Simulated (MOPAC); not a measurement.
Input file for MOPAC: PM6 on GaCl+, 2S+1 = 2, a spin state set in the input, which need not be the lowest, a point of a bond scan (R = 2.151 Å). Charge +1.

```
PM6 1SCF PRECISE CHARGE=1 UHF MS=0.5 THREADS=1
ClGa

Cl     0.00000000 1     0.00000000 1     0.00000000 1
Ga     0.00000000 1     0.00000000 1     2.15134500 1
```

Output:

```
*******************************************************************************
 **                                                                           **
 **                              MOPAC v23.2.5                                **
 **                                                                           **
 *******************************************************************************
 ** MOPAC's Digital Object Identifier: https://doi.org/10.5281/zenodo.6511958 **
 **                                                                           **
 ** Please cite the open-source release paper for use of this MOPAC version:  **
 ** J. E. Moussa and J. J. P. Stewart (2026)                                  **
 ** MOPAC: An open-source semiempirical molecular orbital program             **
 ** J. Open Source Softw., 11(119), 8025, https://doi.org/10.21105/joss.08025 **
 *******************************************************************************

                              PM6 CALCULATION RESULTS

 *******************************************************************************
 *  PM6        - The PM6 Hamiltonian to be used
 *  UHF        - UNRESTRICTED HARTREE-FOCK CALCULATION
 *
 *
 *
 *                 CHARGE ON SYSTEM = +1
 *
 *
 *
 *  MS=        - IN MECI, MAGNETIC COMPONENT OF SPIN =  0.5
 *  PRECISE    - TIGHTER CRITERIA TO BE USED
 *  1SCF       - DO 1 SCF AND THEN STOP
 *  THREADS=1  - MULTI-THREADING NOT USED
 *  T=         - A TIME OF 172800.0 SECONDS REQUESTED
 *  DUMP=N     - RESTART FILE WRITTEN EVERY 7200.0 SECONDS REQUESTED
 *******************************************************************************
PM6 1SCF PRECISE CHARGE=1 UHF MS=0.5 THREADS=1
 ClGa

   ATOM   CHEMICAL          X               Y               Z
  NUMBER   SYMBOL      (ANGSTROMS)     (ANGSTROMS)     (ANGSTROMS)

     1      Cl          0.00000000  *   0.00000000  *   0.00000000  *
     2      Ga          0.00000000  *   0.00000000  *   2.15134500  *



          CARTESIAN COORDINATES

    NO.       ATOM           X           Y           Z

     1        Cl          0.0000      0.0000      0.0000
     2        Ga          0.0000      0.0000      2.1513

 General Reference for PM6:
 "Optimization of Parameters for Semiempirical Methods V: Modification of NDDO Approximations
 and Application to 70 Elements", J. J. P. Stewart, J. Mol. Mod., 13, 1173-1213 (2007)
 URL: https://link.springer.com/article/10.1007/s00894-007-0233-4

           Empirical Formula: Cl Ga  =     2 atoms



      MOLECULAR POINT GROUP   :   C*v


          UHF CALCULATION, NO. OF ALPHA ELECTRONS =    5
                           NO. OF BETA  ELECTRONS =    4

 -------------------------------------------------------------------------------
 PM6 1SCF PRECISE CHARGE=1 UHF MS=0.5 THREADS=1
 ClGa



     1SCF WAS SPECIFIED, SO BFGS WAS NOT USED
     SCF FIELD WAS ACHIEVED


                              PM6 CALCULATION
                                                       MOPAC v23.2.5 Linux




          FINAL HEAT OF FORMATION =        219.20803 KCAL/MOL =     917.16638 KJ/MOL


          COSMO AREA              =         84.44 SQUARE ANGSTROMS
          COSMO VOLUME            =         68.44 CUBIC ANGSTROMS

          IONIZATION POTENTIAL    =         17.341978 EV
          ALPHA SOMO LUMO (EV)    =        -17.637 -6.911
          BETA  SOMO LUMO (EV)    =        -17.342-10.420
          NO. OF ALPHA ELECTRONS  =          5
          NO. OF BETA  ELECTRONS  =          4
          MOLECULAR WEIGHT        =        105.1880         POINT GROUP:  C*v

          MOLECULAR DIMENSIONS (Angstroms)

            Atom       Atom       Distance
           Ga     2   Cl     1     2.15135
           Ga     2   Cl     1     0.00000
           Cl     1   Ga     2     0.00000


          SCF CALCULATIONS        =          1





   ATOM   CHEMICAL          X               Y               Z
  NUMBER   SYMBOL      (ANGSTROMS)     (ANGSTROMS)     (ANGSTROMS)

     1      Cl          0.00000000  *   0.00000000  *   0.00000000  *
     2      Ga          0.00000000  *   0.00000000  *   2.15134500  *

                             CARTESIAN COORDINATES

   1   Cl        0.000000000     0.000000000     0.000000000
   2   Ga        0.000000000     0.000000000     2.151345000


           Empirical Formula: Cl Ga  =     2 atoms



      MOLECULAR POINT GROUP   :   C*v


          ALPHA EIGENVALUES
 -32.23308 -23.53922 -18.01536 -17.63687 -17.63687  -6.91064  -6.91064  -5.79647
  77.96654  78.34314  78.34314  79.55948  79.55948


           BETA EIGENVALUES
 -30.26107 -21.85074 -17.34198 -17.34198 -10.42024  -6.42890  -6.42890  -4.94363
  78.64708  78.86497  78.86497  79.62676  79.62676


              NET ATOMIC CHARGES AND DIPOLE CONTRIBUTIONS

  ATOM NO.   TYPE          CHARGE      No. of ELECS.   s-Pop       p-Pop       d-Pop
    1         Cl           0.124178        6.8758     1.99484     4.87817     0.00281
    2         Ga           0.875822        2.1242     1.54667     0.57751
 DIPOLE           X         Y         Z       TOTAL
 POINT-CHG.     0.000     0.000     2.200     2.200
 HYBRID         0.000     0.000     0.216     0.216
 SUM            0.000     0.000     2.416     2.416


          ATOMIC ORBITAL ELECTRON POPULATIONS

     Atom    s        px        py        pz      x^2-y^2     xz        z^2       yz        xy
    1 Cl   1.99484   1.89111   1.89111   1.09595   0.00000   0.00030   0.00220   0.00030   0.00000
    2 Ga   1.54667   0.10859   0.10859   0.36033


                    (SZ)    =    0.500000
                    (S**2)  =    0.762575


          ATOMIC ORBITAL SPIN POPULATIONS

    Atom   Total    s     px     py     pz   x^2-y^2  xz     z^2    yz     xy
         Atomic
    1 Cl  0.4278 -0.001 -0.002 -0.002  0.433 -0.000 -0.000 -0.000 -0.000  0.000
    2 Ga  0.5722  0.388  0.002  0.002  0.179

 **********************
 *                    *
 * JOB ENDED NORMALLY *
 *                    *
 **********************




 == MOPAC DONE ==
```

The run finished.

Cost: roughly 0.020 core-seconds.
